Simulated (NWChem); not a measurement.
System: BSiH₃F₂; SMILES FB(F)[SiH3]

The following NWChem deck was run.

```
start job
memory heap 200 mb stack 900 mb global 1100 mb
geometry units angstroms noautoz
  B     -0.006469     0.577343     0.003469
  F     -1.114828     1.291887    -0.002932
  F      1.125943     1.255191    -0.003235
  Si    -0.010021    -1.458086     0.004479
  H      0.898382    -1.964497     1.078416
  H      0.505743    -1.946237    -1.312556
  H     -1.385704    -1.996163     0.219969
end
basis spherical
  B library 6-31+g*
  F library 6-31+g*
  Si library 6-31+g*
  H library 6-31+g*
end
dft
  xc b3lyp
  iterations 150
end
tddft
  nroots 6
  notriplet
end
task tddft energy
```

Parts of the log:

```
             Northwest Computational Chemistry Package (NWChem) 7.3.0
             --------------------------------------------------------

 C1  symmetry detected

                             Geometry "geometry" -> ""
                             -------------------------

 Output coordinates in angstroms (scale by  1.889725989 to convert to a.u.)

  No.       Tag          Charge          X              Y              Z
 ---- ---------------- ---------- -------------- -------------- --------------
    1 B                    5.0000    -0.00431535     0.59008218     0.00461374
    2 F                    9.0000    -1.11170381     1.30614123    -0.00028601
    3 F                    9.0000     1.12901542     1.26640850    -0.00027160
    4 Si                  14.0000    -0.01062588    -1.44533677     0.00077638
    5 H                    1.0000     0.89689253    -1.95553427     1.07366857
    6 H                    1.0000     0.50471829    -1.93104934    -1.31732407
    7 H                    1.0000    -1.38707640    -1.98205994     0.21473599

 Effective nuclear repulsion energy (a.u.)     144.6291575270

                                 NWChem DFT Module
                                 -----------------

 Summary of "ao basis" -> "ao basis" (spherical)
 ------------------------------------------------------------------------------
       Tag                 Description            Shells   Functions and Types
 ---------------- ------------------------------  ------  ---------------------
 B                          6-31+g*                  8       18   4s3p1d
 F                          6-31+g*                  8       18   4s3p1d
 Si                         6-31+g*                 10       22   5s4p1d
 H                          6-31+g*                  2        2   2s

            General Information
            -------------------
          SCF calculation type: DFT
          Wavefunction type:  closed shell.
          No. of atoms     :     7
          No. of electrons :    40
           Alpha electrons :    20
            Beta electrons :    20
          Charge           :     0
          Spin multiplicity:     1
          Use of symmetry is: off; symmetry adaption is: off
          Maximum number of iterations: 150
          AO basis - number of functions:    82
                     number of shells:    40
          Convergence on energy requested:  1.00D-06
          Convergence on density requested:  1.00D-05
          Convergence on gradient requested:  5.00D-04

              XC Information
              --------------
                         B3LYP Method XC Potential
                     Hartree-Fock (Exact) Exchange  0.200
                        Slater Exchange Functional  0.800 local
                    Becke 1988 Exchange Functional  0.720 non-local
              Lee-Yang-Parr Correlation Functional  0.810
                  VWN I RPA Correlation Functional  0.190 local

             Grid Information
             ----------------
          Grid used for XC integration:  medium
          Radial quadrature: Mura-Knowles
          Angular quadrature: Lebedev.
          Tag              B.-S. Rad. Rad. Pts. Rad. Cut. Ang. Pts.
          ---              ---------- --------- --------- ---------
          B                   0.85       49          12.0       434
          F                   0.50       49          12.0       434
          Si                  1.10       88          12.0       590
          H                   0.35       45          11.0       434
          Grid pruning is: on
          Number of quadrature shells:   370
          Spatial weights used:  Erf1

      Superposition of Atomic Density Guess
      -------------------------------------

 Sum of atomic energies:        -513.59888556

      Non-variational initial energy
      ------------------------------

 Total energy =    -514.614282
 1-e energy   =    -999.954593
 2-e energy   =     340.711154
 HOMO         =      -0.370561
 LUMO         =       0.016922

   convergence    iter        energy       DeltaE   RMS-Dens  Diis-err
 ---------------- ----- ----------------- --------- --------- ---------
 d= 0,ls=0.0,diis     1   -515.8620026549 -6.60D+02  1.43D-02  7.20D-01
 d= 0,ls=0.0,diis     2   -515.8235726037  3.84D-02  7.00D-03  1.49D+00
 d= 0,ls=0.0,diis     3   -515.9486829877 -1.25D-01  1.12D-03  1.54D-02
 d= 0,ls=0.0,diis     4   -515.9497967630 -1.11D-03  4.86D-04  1.29D-03
 d= 0,ls=0.0,diis     5   -515.9499635145 -1.67D-04  8.89D-05  2.32D-05
  Resetting Diis
 d= 0,ls=0.0,diis     6   -515.9499680849 -4.57D-06  1.40D-05  7.27D-07
 d= 0,ls=0.0,diis     7   -515.9499681972 -1.12D-07  6.36D-06  1.74D-07

         Total DFT energy =     -515.949968197178
      One electron energy =    -1002.250008309712
           Coulomb energy =      388.752813023047
    Exchange-Corr. energy =      -47.081930437547
 Nuclear repulsion energy =      144.629157527033

 Numeric. integr. density =       39.999998430233

                       DFT Final Molecular Orbital Analysis
                       ------------------------------------

 Vector   18  Occ=2.000000D+00  E=-3.650104D-01
              MO Center=  4.1D-01, -1.7D+00, -2.3D-01, r^2= 2.2D+00
   Bfn.  Coefficient  Atom+Function         Bfn.  Coefficient  Atom+Function
  ----- ------------  ---------------      ----- ------------  ---------------
    63      0.416473  4 Si pz                80     -0.283484  6 H  s
    79     -0.261402  6 H  s                 78      0.231680  5 H  s
    77      0.214086  5 H  s                 59     -0.171397  4 Si pz
    67      0.061135  4 Si pz                75     -0.057572  4 Si d  1
    82      0.055414  7 H  s                 41     -0.051634  3 F  pz

 Vector   19  Occ=2.000000D+00  E=-3.632299D-01
              MO Center= -4.2D-01, -1.8D+00,  2.3D-01, r^2= 2.3D+00
   Bfn.  Coefficient  Atom+Function         Bfn.  Coefficient  Atom+Function
  ----- ------------  ---------------      ----- ------------  ---------------
    61      0.416692  4 Si px                82     -0.303030  7 H  s
    81     -0.277668  7 H  s                 78      0.197743  5 H  s
    77      0.179646  5 H  s                 57     -0.170932  4 Si px
    80      0.102054  6 H  s                 79      0.092357  6 H  s
    40      0.067724  3 F  py                22     -0.057077  2 F  py

 Vector   20  Occ=2.000000D+00  E=-3.303613D-01
              MO Center=  4.3D-03, -4.1D-01, -5.2D-03, r^2= 2.7D+00
   Bfn.  Coefficient  Atom+Function         Bfn.  Coefficient  Atom+Function
  ----- ------------  ---------------      ----- ------------  ---------------
    62      0.412766  4 Si py                 6      0.331138  1 B  s
     4     -0.305429  1 B  py                22      0.229651  2 F  py
    40      0.227784  3 F  py                58     -0.165039  4 Si py
    68     -0.163014  4 Si s                 26      0.147278  2 F  py
    44      0.146659  3 F  py                 2      0.145861  1 B  s

[...]

                                NWChem TDDFT Module
                                -------------------

            General Information
            -------------------
           No. of orbitals :     164
            Alpha orbitals :      82
             Beta orbitals :      82
        Alpha frozen cores :       0
         Beta frozen cores :       0
     Alpha frozen virtuals :       0
      Beta frozen virtuals :       0
         Spin multiplicity :       1
    Number of AO functions :      82
        Use of symmetry is : off
      Symmetry adaption is : off
         Schwarz screening :  0.10D-07

              XC Information
              --------------
                  B3LYP Method XC Potential
              Hartree-Fock (Exact) Exchange   0.20
                 Slater Exchange Functional   0.80 local
             Becke 1988 Exchange Functional   0.72 non-local
       Lee-Yang-Parr Correlation Functional   0.81
           VWN I RPA Correlation Functional   0.19 local

             TDDFT Information
             -----------------
          Calculation type : TDDFT
         Wavefunction type : Restricted singlets
          No. of electrons :      40
           Alpha electrons :      20
            Beta electrons :      20
              No. of roots :       6
          Max subspacesize :    5200
            Max iterations :     100
               Target root :       1
           Target symmetry : none
      Symmetry restriction : off
                 Algorithm : Optimal
        Davidson threshold :  0.10D-03

    6 smallest eigenvalue differences (eV)
--------------------------------------------------------
  No. Spin  Occ  Vir  Irrep   E(Occ)    E(Vir)   E(Diff)
--------------------------------------------------------
    1    1   20   21 a        -0.330    -0.050     7.638
    2    1   19   21 a        -0.363    -0.050     8.533
    3    1   18   21 a        -0.365    -0.050     8.581
    4    1   20   22 a        -0.330    -0.009     8.755
    5    1   20   23 a        -0.330     0.019     9.495
    6    1   20   24 a        -0.330     0.020     9.536
--------------------------------------------------------

  Entering Davidson iterations
  Restricted singlet excited states

  Iter   NTrls   NConv    DeltaV     DeltaE      Time
  ----  ------  ------  ---------  ---------  ---------
    1      6       0     0.17E+00   0.10+100        6.5
    2     18       0     0.59E-01   0.14E-01        7.7
    3     30       0     0.27E-01   0.22E-02        7.7
    4     42       0     0.23E-01   0.39E-02        7.9
    5     54       0     0.76E-02   0.75E-03        7.3
    6     66       0     0.39E-02   0.43E-04        7.5
    7     78       1     0.19E-02   0.61E-05        7.5
    8     88       4     0.78E-03   0.13E-05        6.8
    9     92       4     0.34E-03   0.19E-06        4.7
   10     96       5     0.13E-03   0.35E-07        4.6
   11     98       6     0.68E-04   0.48E-08        4.0
  ----  ------  ------  ---------  ---------  ---------
  Convergence criterion met

  Ground state a        -515.949968197178 a.u.

  ----------------------------------------------------------------------------
  Root   1 singlet a              0.243709001 a.u.                6.6317 eV
  ----------------------------------------------------------------------------
     Transition Moments    X -0.00151   Y  0.00264   Z  0.48957
     Dipole Oscillator Strength                    0.0389419795
     Electric Quadrupole                           0.0000000123
     Magnetic Dipole                               0.0000005446
     Total Oscillator Strength                     0.0389425364

     Occ.   15  a   ---  Virt.   21  a   -0.05321 X
     Occ.   18  a   ---  Virt.   23  a   -0.06171 X
     Occ.   19  a   ---  Virt.   21  a   -0.10051 X
     Occ.   20  a   ---  Virt.   21  a   -0.98371 X
  ----------------------------------------------------------------------------
  Root   2 singlet a              0.276428156 a.u.                7.5220 eV
  ----------------------------------------------------------------------------
     Transition Moments    X -0.09652   Y  0.00458   Z -0.24800
     Dipole Oscillator Strength                    0.0130550590
     Electric Quadrupole                           0.0000001687
     Magnetic Dipole                               0.0000006502
     Total Oscillator Strength                     0.0130558780

     Occ.   18  a   ---  Virt.   22  a   -0.05621 X
     Occ.   18  a   ---  Virt.   23  a    0.07204 X
     Occ.   18  a   ---  Virt.   24  a   -0.05979 X
     Occ.   18  a   ---  Virt.   29  a   -0.05002 X
     Occ.   19  a   ---  Virt.   21  a   -0.98410 X
     Occ.   20  a   ---  Virt.   21  a    0.08596 X
  ----------------------------------------------------------------------------
  Root   3 singlet a              0.287441244 a.u.                7.8217 eV
  ----------------------------------------------------------------------------
     Transition Moments    X -0.14098   Y -0.00436   Z  0.12890
     Dipole Oscillator Strength                    0.0069959192
     Electric Quadrupole                           0.0000001764
     Magnetic Dipole                               0.0000000254
     Total Oscillator Strength                     0.0069961209

     Occ.   18  a   ---  Virt.   21  a   -0.80686 X
     Occ.   20  a   ---  Virt.   22  a    0.54741 X
     Occ.   20  a   ---  Virt.   23  a    0.08198 X
     Occ.   20  a   ---  Virt.   24  a    0.13654 X
     Occ.   20  a   ---  Virt.   32  a   -0.06379 X
  ----------------------------------------------------------------------------
  Root   4 singlet a              0.290086541 a.u.                7.8937 eV
  ----------------------------------------------------------------------------
     Transition Moments    X  0.14705   Y -0.86406   Z -0.09902
     Dipole Oscillator Strength                    0.1504626735
     Electric Quadrupole                           0.0000001935
     Magnetic Dipole                               0.0000000207
     Total Oscillator Strength                     0.1504628877

     Occ.   18  a   ---  Virt.   21  a    0.51382 X
     Occ.   20  a   ---  Virt.   22  a    0.83236 X
     Occ.   20  a   ---  Virt.   23  a   -0.12101 X
     Occ.   20  a   ---  Virt.   24  a   -0.11002 X
     Occ.   20  a   ---  Virt.   25  a   -0.07392 X
  ----------------------------------------------------------------------------
  Root   5 singlet a              0.314788605 a.u.                8.5658 eV
  ----------------------------------------------------------------------------
     Transition Moments    X -0.21277   Y -0.04944   Z  0.01315
     Dipole Oscillator Strength                    0.0100498303
     Electric Quadrupole                           0.0000001170
     Magnetic Dipole                               0.0000007158
     Total Oscillator Strength                     0.0100506631

     Occ.   16  a   ---  Virt.   21  a   -0.11667 X
     Occ.   18  a   ---  Virt.   21  a   -0.06972 X
     Occ.   19  a   ---  Virt.   22  a   -0.19042 X
     Occ.   19  a   ---  Virt.   23  a    0.10373 X
     Occ.   19  a   ---  Virt.   24  a    0.11649 X
     Occ.   19  a   ---  Virt.   25  a    0.12685 X
     Occ.   20  a   ---  Virt.   23  a    0.44529 X
     Occ.   20  a   ---  Virt.   24  a   -0.81995 X
     Occ.   20  a   ---  Virt.   27  a   -0.09428 X
     Occ.   20  a   ---  Virt.   29  a   -0.09921 X
  ----------------------------------------------------------------------------
  Root   6 singlet a              0.323206245 a.u.                8.7949 eV
  ----------------------------------------------------------------------------
     Transition Moments    X  0.74318   Y  0.12824   Z -0.04822
     Dipole Oscillator Strength                    0.1230523762
     Electric Quadrupole                           0.0000014400
     Magnetic Dipole                               0.0000019163
     Total Oscillator Strength                     0.1230557325

     Occ.   18  a   ---  Virt.   22  a    0.08617 X
     Occ.   18  a   ---  Virt.   24  a    0.05288 X
     Occ.   19  a   ---  Virt.   22  a   -0.94600 X
     Occ.   19  a   ---  Virt.   24  a   -0.12717 X
     Occ.   19  a   ---  Virt.   25  a    0.06066 X
     Occ.   20  a   ---  Virt.   23  a   -0.24498 X
     Occ.   20  a   ---  Virt.   24  a    0.05236 X

              Target root =      1
          Target symmetry = none
      Ground state energy =   -515.949968197178
        Excitation energy =      0.243709001321
     Excited state energy =   -515.706259195857

  stored tddft:energy   -515.70625919585734
```

Level: B3LYP/6-31+G* (spherical d), full TDDFT. The geometry was optimised at PBE0/def2-SVP. B3LYP is NWChem's, with the RPA form of VWN correlation.
